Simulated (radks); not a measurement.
Values are calculated unless marked as measured or tabulated.
Problem. Species: Ho II. Configuration: [Xe] 4f11 5d1 (not the ground configuration). Level of theory: Dirac Kohn-Sham, PBEsol, spin-unpolarised, spherical densities, finite nucleus; open shells fill j = l - 1/2 first; Fermi nuclear charge, rms radius 5.2022 fm (a radial shooting solver on a logarithmic mesh with Libxc functionals).

Spin-orbit splittings of the eigenvalues, e(l+1/2) - e(l-1/2), with zeta = 2 splitting/(2l+1) and mean radii in bohr:

| shell | occ. | splitting (eV) | zeta (eV) | <r> j=l-1/2 | <r> j=l+1/2 |
|---|---|---|---|---|---|
| 2p | 6 | 856.4 | 570.9 | 0.07291 | 0.08008 |
| 3p | 6 | 178.8 | 119.2 | 0.2192 | 0.2327 |
| 3d | 10 | 39.09 | 15.64 | 0.2054 | 0.2096 |
| 4p | 6 | ? | ? | 0.5286 | 0.5597 |
| 4d | 10 | 7.291 | 2.916 | 0.5902 | 0.6013 |
| 4f | 11 | 0.9746 | 0.2785 | 0.8457 | 0.8686 |
| 5p | 6 | 4.980 | 3.320 | 1.450 | 1.562 |
| 5d | 1 | 0.2401 | 0.09604 | 2.906 | 3.013 |

Estimate the 4p splitting.

Solution. 40.18 eV (zeta = 26.79 eV).
